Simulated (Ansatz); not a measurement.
C$_{3}$H$_{8}$As (SMILES [CH2][As](C)C), doublet, geometry from GFN2-xTB. Base run: HF/def2-SV(P) (Ansatz, a first-principles code).

Ansatz was given this input:
Ansatz 0.2 input:
```yaml
crystal:
  periodic: [false, false, false]
  atoms:
    - {symbol: C, position_ang: [-0.23006772, 1.67305898, -0.47276520]}
    - {symbol: As, position_ang: [-0.03169729, 0.03696667, 0.42430225]}
    - {symbol: C, position_ang: [1.64549136, -0.59278425, -0.41758700]}
    - {symbol: C, position_ang: [-1.32840602, -1.05317798, -0.59963945]}
    - {symbol: H, position_ang: [0.57211491, 2.39700141, -0.43075230]}
    - {symbol: H, position_ang: [-1.21209566, 2.12078496, -0.53997594]}
    - {symbol: H, position_ang: [1.86380277, -1.61129755, -0.10217392]}
    - {symbol: H, position_ang: [2.47309738, 0.04712382, -0.11745722]}
    - {symbol: H, position_ang: [1.54992401, -0.56470278, -1.50126901]}
    - {symbol: H, position_ang: [-2.33991879, -0.69798679, -0.41209461]}
    - {symbol: H, position_ang: [-1.11735202, -0.97762798, -1.66455109]}
    - {symbol: H, position_ang: [-1.26566772, -2.09577580, -0.29375005]}
basis:
  gaussian:
    orbitals: def2-SV_P_.json
hamiltonian:
  xc: hf
magnetization: {spin_polarized: true, initial_magnetization: 1}
```
The basis file holds def2-SV(P) in the JSON format of the Basis Set Exchange.

Each row names what was changed in the base input (with any setting that the change needs).

| change | E (Eh) | <S^2> | core-seconds (rough) |
|---|---|---|---|
| base | -2352.02120 | 0.767 | 3 |
| functional = revpbe | -2354.34483 | 0.754 | 4 |
| functional = blyp | -2354.51824 | 0.753 | 4 |
| functional = blyp; dispersion = d3bjatm | -2354.53867 | 0.753 | 4 |
| functional = SVWN5 | -2350.12942 | 0.752 | 2 |
| functional = blyp; dispersion = d4 | -2354.53799 | 0.753 | 4 |
| functional = pbe0 | -2354.13974 | 0.756 | 5 |
| functional = hse06 | -2354.13388 | 0.756 | 6 |
| functional = wB97X-V | -2354.31734 | 0.757 | 20 |
| functional = wB97M-V | -2354.34638 | 0.756 | 20 |
| functional = pbe | -2354.04591 | 0.754 | 4 |
| functional = wB97X | -2354.56431 | 0.758 | 10 |
| functional = lc_wpbe | -2354.18928 | 0.758 | 5 |

Total energies compare only within one method and basis.
